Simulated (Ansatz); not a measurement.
The cluster TiO4⁺. The state is a doublet with charge 1. Geometry PBE0-D4/def2-SVP, that of the neutral singlet; atoms count from 1.

Cartesian coordinates in Å:
```
Ti 0.0006 0.0000 -0.0001
O 0.3506 -1.7583 0.2092
O -0.3345 -1.1764 1.3269
O -0.6397 1.3064 -1.0678
O 0.6229 1.6284 -0.4683
```

The structure holds 2 bonds between oxygen atoms, so isomers without such links may lie far lower. The charge 1 doublet is spin-contaminated (final ⟨S²⟩ up to 1.00, 0.75 for a pure state). The structure comes from a short search, and lower isomers may exist.

Question: Estimate the Mulliken populations from the PBE0/def2-TZVP orbitals of Ansatz.

Answer: 
| atom | charge (e) | spin (α − β) | d electrons |
| --- | --- | --- | --- |
| Ti1 | 1.55 | -0.58 | 2.15 |
| O2 | -0.14 | 0.40 | – |
| O3 | -0.14 | 0.39 | – |
| O4 | -0.14 | 0.39 | – |
| O5 | -0.14 | 0.40 | – |
Mulliken values and Mayer orders depend strongly on the basis.

Question: Where does the spin sit?

Answer: Summed by element: Ti -0.58, O 1.58, of 1 unpaired in all. Largest on single atoms: Ti1 -0.58, O5 0.40, O2 0.40.

Question: And the Mayer bond orders between bonded heavy atoms (over 0.3)?

Answer: Ti1–O2 0.89 (1.80 Å); Ti1–O3 0.89 (1.80 Å); Ti1–O4 0.89 (1.80 Å); Ti1–O5 0.89 (1.81 Å); O2–O3 1.10 (1.43 Å); O4–O5 1.10 (1.43 Å).
